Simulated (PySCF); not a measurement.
PySCF 2.14 output of an unrestricted LDA calculation on a single atom or ion in dyall-av3z (15s9p3d2f, 71 functions), with the spin-free X2C one-electron Hamiltonian (Gaussian nucleus):

```
SCF conv_tol = 1e-09
number electrons alpha = 3  beta = 2
    P. A. M. Dirac.,  Math. Proc. Cambridge Philos. Soc. 26, 376 (1930)
    F. Bloch.,  Z. Phys. 57, 545 (1929)
    S. H. Vosko, L. Wilk, and M. Nusair.,  Can. J. Phys. 58, 1200 (1980)
cycle= 1 E= -24.0811205337218  delta_E= -0.00458  |g|= 0.0259  |ddm|= 0.0816
cycle= 2 E= -24.0811610550863  delta_E= -4.05e-05  |g|= 0.00361  |ddm|= 0.0065
cycle= 3 E= -24.0811622286523  delta_E= -1.17e-06  |g|= 0.000131  |ddm|= 0.00135
cycle= 4 E= -24.0811622380875  delta_E= -9.44e-09  |g|= 7.32e-06  |ddm|= 0.000216
cycle= 5 E= -24.081162238137  delta_E= -4.96e-11  |g|= 2.22e-07  |ddm|= 1.71e-05
converged SCF energy = -24.081162238137  <S^2> = 0.75011697  2S+1 = 2.000117
```

The run itself started from symmetry-adapted Hartree-Fock orbitals and held the occupation by maximum overlap, on a logarithmic radial grid, so the iterations belong to that start.

Which element, charge and spin multiplicity is this?

B (boron, neutral), multiplicity 2; the state was [He] 2s2 3d1, 2D determinant (an excited configuration).

The outer electron is Rydberg-like, and this basis confines it to a smaller radius and binds it less than a complete one would. At LDA the highest occupied level has a positive energy, so only the finite basis holds that electron; for this excited configuration the basis is too tight for the outer shell.
